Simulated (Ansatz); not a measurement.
One geometry of the cluster In4N4⁺, several levels of theory.

```yaml
crystal:
  periodic: [false, false, false]
  atoms:
    - {symbol: In, position_ang: [0.494598, 1.751499, 0.560864]}
    - {symbol: In, position_ang: [-1.861964, -0.024809, -0.327413]}
    - {symbol: In, position_ang: [-0.259207, -2.483809, 0.557103]}
    - {symbol: In, position_ang: [2.456013, -0.229319, -0.721380]}
    - {symbol: N, position_ang: [2.541336, 1.507669, 0.636138]}
    - {symbol: N, position_ang: [-2.275091, -2.087716, -0.418936]}
    - {symbol: N, position_ang: [-1.453879, 2.023497, -0.206908]}
    - {symbol: N, position_ang: [0.358194, -0.457011, -0.079469]}
basis:
  gaussian: {orbitals: def2-TZVP, initial_orbitals: start.molden}
total_charge: 1
magnetization: {spin_polarized: true, initial_magnetization: 1}
hamiltonian: {xc: {name: wB97M-V}}
scf: {omitted_lower_state_checks: [starts]}
output: {orbitals: {seedname: orbitals}}
```

The file start.molden holds the orbitals of an earlier run on this structure, at another level or in another basis.

```sh
$ ansatz run in.yaml --threads 6 --pin off --events-out ev --progress --plain --max-ram 7833MiB
```

It prints (some lines left out):

```
Functional definition: wB97M-V
2316 factors; their error is unknown
457 factors; integrals over basis functions are off by at most 2.9e-5 eV
the host lacks memory for fits, so the integrals are decomposed
2728 factors; integrals over basis functions are off by at most 6.3e-4 eV
457 factors; integrals over basis functions are off by at most 2.9e-5 eV
mean field evaluation 1: about -26636.3791 eV, gradient 9.5e0 eV
mean field evaluation 2: about -26636.6271 eV, gradient 4.6e-1 eV
mean field evaluation 4: about -26636.7184 eV, gradient 3.1e-2 eV
mean field evaluation 8: about -26636.7184 eV, gradient 2.2e-5 eV
mean field -26636.71839297 eV, -978.8813459256 hartree, gradient 2.3e-5 eV, S^2 2.771197; 0 other end points of the search recorded, 0 dependent functions left out
reference -26636.71847382 eV, -978.8813488966 hartree; 56, 55 occupied and 268, 269 virtual orbitals, 2728 factors
Total energy: -26636.71847382 eV, -978.8813488966 hartree
Checks for a lower state left out: starts
```

Hardware: 6 threads of Intel Xeon on a shared host. Wall time 2.1 min, peak host memory 2.9 GiB.

Geometry: r2SCAN-D4/def2-SVP.

In the def2 sets In takes a core potential; there is no spin–orbit coupling. The charge 1 doublet is spin-contaminated (final ⟨S²⟩ up to 2.77, 0.75 for a pure state). Another isomer (doublet) lies 0.84 eV lower at PBE0-D4/def2-TZVP; other spin states weren't run for this one.
